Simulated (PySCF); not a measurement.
PySCF input (M06-2X/def2-TZVPD):

```python
from pyscf import gto, scf, dft

mol = gto.M(
    atom='''
    Si    0.11351339   -0.04102433   -0.01253910
    C     1.79490596   -0.52804155   -0.18094644
    N    -0.73588216   -1.16618853    1.06213071
    N    -1.17330446    0.01335339   -1.28383529
    N     0.02737024    1.65368649    0.49715217
    H     2.53232947    0.16143878   -0.58968908
    H     2.08069301   -1.57468804   -0.26772853
    H    -1.67992958   -0.88996772    1.30131228
    H    -0.21758897   -1.34668899    1.91084648
    H    -1.42665284   -0.93118544   -1.55544516
    H    -0.82653188    0.46319088   -2.12485218
    H     0.91848861    2.08352672    0.69553556
    H    -0.56671647    2.27100424   -0.03688649
    ''',
    basis='def2-tzvpd',
    charge=-1,
    spin=0,
    verbose=4,
)

mf = dft.RKS(mol, xc='m062x').density_fit(auxbasis='def2-universal-jkfit')
mf.grids.level = 4
mf.conv_tol = 1e-9
mf.max_cycle = 100
mf.max_memory = 1500
mf.kernel()
if not mf.converged:
    mf = mf.newton()
    mf.kernel(mf.make_rdm1())
mf.analyze()
```

End of the output:

```
Extra cycle  E= -496.743207786169  delta_E= -7.38e-11  |g|= 4.94e-06  |ddm|= 0.000251
converged SCF energy = -496.743207786169
**** SCF Summaries ****
Total Energy =                        -496.743207786169364
Nuclear Repulsion Energy =             245.599284120255362
One-electron Energy =                -1179.432298594470240
Two-electron Energy =                  437.089806688045542
Two-electron Coulomb Energy =          487.392244026217270
DFT Exchange-Correlation Energy =      -50.302437338171728
HOMO-LUMO gap [eV] =                     4.379093116395982
**** MO energy ****
MO #1   energy= -66.8111339995907  occ= 2
MO #2   energy= -14.5380392716467  occ= 2
MO #3   energy= -14.5372293303382  occ= 2
MO #4   energy= -14.5356230931304  occ= 2
MO #5   energy= -10.2652173017824  occ= 2
MO #6   energy= -5.34407132953044  occ= 2
MO #7   energy= -3.65612608444355  occ= 2
MO #8   energy= -3.65595165696058  occ= 2
MO #9   energy= -3.65386918708251  occ= 2
MO #10  energy= -0.781974347514888 occ= 2
MO #11  energy= -0.751583209545465 occ= 2
MO #12  energy= -0.745687954438441 occ= 2
MO #13  energy= -0.512477798644554 occ= 2
MO #14  energy= -0.391786225292491 occ= 2
MO #15  energy= -0.378166155096803 occ= 2
MO #16  energy= -0.37047288628154  occ= 2
MO #17  energy= -0.354077540648856 occ= 2
MO #18  energy= -0.286237727018163 occ= 2
MO #19  energy= -0.254576492426324 occ= 2
MO #20  energy= -0.232581567383031 occ= 2
MO #21  energy= -0.208121057693363 occ= 2
MO #22  energy= -0.163483485994127 occ= 2
MO #23  energy= -0.158646395267353 occ= 2
MO #24  energy= -0.134830999475098 occ= 2
MO #25  energy= -0.019246508732941 occ= 2
MO #26  energy= 0.141682196375186  occ= 0
MO #27  energy= 0.17666635005322   occ= 0
MO #28  energy= 0.184661063884856  occ= 0
MO #29  energy= 0.18833048288465   occ= 0
MO #30  energy= 0.207261675437588  occ= 0
MO #31  energy= 0.219534794827892  occ= 0
MO #32  energy= 0.223649978746095  occ= 0
MO #33  energy= 0.245658279705295  occ= 0
MO #34  energy= 0.252356694208924  occ= 0
MO #35  energy= 0.263783363081974  occ= 0
MO #36  energy= 0.272966324905388  occ= 0
MO #37  energy= 0.277945845829099  occ= 0
MO #38  energy= 0.285290261764497  occ= 0
MO #39  energy= 0.302674141880706  occ= 0
MO #40  energy= 0.307549331937168  occ= 0
MO #41  energy= 0.31744833146311   occ= 0
MO #42  energy= 0.320765022322055  occ= 0
MO #43  energy= 0.326538919028191  occ= 0
MO #44  energy= 0.336688452944932  occ= 0
MO #45  energy= 0.350690396452441  occ= 0
MO #46  energy= 0.358932271166891  occ= 0
MO #47  energy= 0.36418453116053   occ= 0
MO #48  energy= 0.384019199424437  occ= 0
MO #49  energy= 0.397645272333963  occ= 0
MO #50  energy= 0.40377836786451   occ= 0
MO #51  energy= 0.404584981926602  occ= 0
MO #52  energy= 0.411689753230748  occ= 0
MO #53  energy= 0.414990586452597  occ= 0
MO #54  energy= 0.42614498722629   occ= 0
MO #55  energy= 0.430076595976904  occ= 0
MO #56  energy= 0.432279059652971  occ= 0
MO #57  energy= 0.434785372543592  occ= 0
MO #58  energy= 0.438998376633835  occ= 0
MO #59  energy= 0.444714831537037  occ= 0
MO #60  energy= 0.449418831336778  occ= 0
MO #61  energy= 0.452643238421184  occ= 0
MO #62  energy= 0.468280831302964  occ= 0
MO #63  energy= 0.478516482575912  occ= 0
MO #64  energy= 0.485993873858492  occ= 0
MO #65  energy= 0.488653023583759  occ= 0
MO #66  energy= 0.498242342207929  occ= 0
MO #67  energy= 0.506670038583515  occ= 0
MO #68  energy= 0.511717272011871  occ= 0
MO #69  energy= 0.51927011194413   occ= 0
MO #70  energy= 0.52554403641404   occ= 0
MO #71  energy= 0.536273185676446  occ= 0
MO #72  energy= 0.548891490745815  occ= 0
MO #73  energy= 0.553260878591868  occ= 0
MO #74  energy= 0.570469400605065  occ= 0
MO #75  energy= 0.580807841878531  occ= 0
MO #76  energy= 0.585197910894483  occ= 0
MO #77  energy= 0.595934852075343  occ= 0
MO #78  energy= 0.603494929444239  occ= 0
MO #79  energy= 0.60999185050701   occ= 0
MO #80  energy= 0.612266138617304  occ= 0
MO #81  energy= 0.623688928180344  occ= 0
MO #82  energy= 0.632078733849243  occ= 0
MO #83  energy= 0.639000867875173  occ= 0
MO #84  energy= 0.647778576538887  occ= 0
MO #85  energy= 0.660571625481366  occ= 0
MO #86  energy= 0.674601801276904  occ= 0
MO #87  energy= 0.680547456005197  occ= 0
MO #88  energy= 0.710615859678239  occ= 0
MO #89  energy= 0.71296220478217   occ= 0
MO #90  energy= 0.728162425317305  occ= 0
MO #91  energy= 0.742013380462193  occ= 0
MO #92  energy= 0.754820651356354  occ= 0
MO #93  energy= 0.779932373671763  occ= 0
MO #94  energy= 0.783083691978702  occ= 0
MO #95  energy= 0.798891970325154  occ= 0
MO #96  energy= 0.807766334370798  occ= 0
MO #97  energy= 0.812377556808556  occ= 0
MO #98  energy= 0.822876018152804  occ= 0
MO #99  energy= 0.844025086326992  occ= 0
MO #100 energy= 0.856807528782057  occ= 0
MO #101 energy= 0.862611474380754  occ= 0
MO #102 energy= 0.874455713631887  occ= 0
MO #103 energy= 0.896070471640255  occ= 0
MO #104 energy= 0.922804756256935  occ= 0
MO #105 energy= 0.933804516146191  occ= 0
MO #106 energy= 0.942420939160381  occ= 0
MO #107 energy= 0.953333296316964  occ= 0
[...]
```

It need not be the lowest isomer of its formula. Whether it binds its extra electron was not tested at this geometry.
